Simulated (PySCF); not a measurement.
CaH, CCSD: how much the basis matters

PySCF, UHF reference; doublet, unpaired electrons σ ↑; De to Ca + H without counterpoise correction. Frozen cores follow the default of each basis and core potential.

```tsv
basis	relativity	functions	Re (Å)	ωe (cm⁻¹)	De (eV)	frozen orbitals
def2-SVP	no relativity	29	2.035	1229	1.37	5
def2-SVPD	no relativity	35	2.034	1246	1.62	5
def2-TZVPP	no relativity	50	2.026	1304	1.67	5
```

Question: How does each smaller set differ from the one with most functions, def2-TZVPP?

Answer: def2-SVP: +0.9 pm, -5.8 % in ωe, -0.30 eV in De; def2-SVPD: +0.8 pm, -4.4 % in ωe, -0.05 eV in De. All at CCSD; the set with most functions is neither the basis-set limit nor always the best.

Correlated steps freeze 5 core orbitals. Correlated levels converge slowly with the basis: in double zeta they bind strong bonds too weakly, by up to about 1 eV, and carry superposition errors of some tenths. The state was picked by a PBE0 search and need not be the measured ground state.
